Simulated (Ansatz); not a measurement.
Mulliken charges of CH4ClFGeOS (`C[O][Ge]([F])([SH])[Cl]`) from ωB97M-V/def2-TZVPP in Ansatz (PBE0-D4/def2-TZVP geometry).

```tsv
atom	x (Å)	y (Å)	z (Å)	charge (e)
C1	-1.611	0.443	0.009	-0.187
O2	-0.320	0.394	0.600	-0.390
Ge3	0.953	-0.521	-0.166	0.866
F4	1.042	0.034	-1.800	-0.355
S5	2.816	-0.224	0.918	-0.220
Cl6	0.489	-2.590	-0.325	-0.238
H7	-2.223	1.095	0.633	0.128
H8	-2.074	-0.548	-0.022	0.123
H9	-1.574	0.853	-1.005	0.135
H10	2.502	1.063	1.158	0.139
```

Problem. By hand: the dipole of these point charges (1 e Å = 4.8032 D).

Solution. Σ q r = (-0.259, 0.302, 0.239) e Å, of length 0.464 e Å = 2.23 D.

Problem. How does the dipole of the full density compare? (Estimate.)

Solution. Computed: (-0.165, 0.218, 0.211) e Å, 1.66 D; the point charges give 1.34 times that, at 7° from its direction.

Point charges leave out the atoms' own dipoles, such as those of lone pairs, and Mulliken's split depends on the basis, so the two needn't agree.
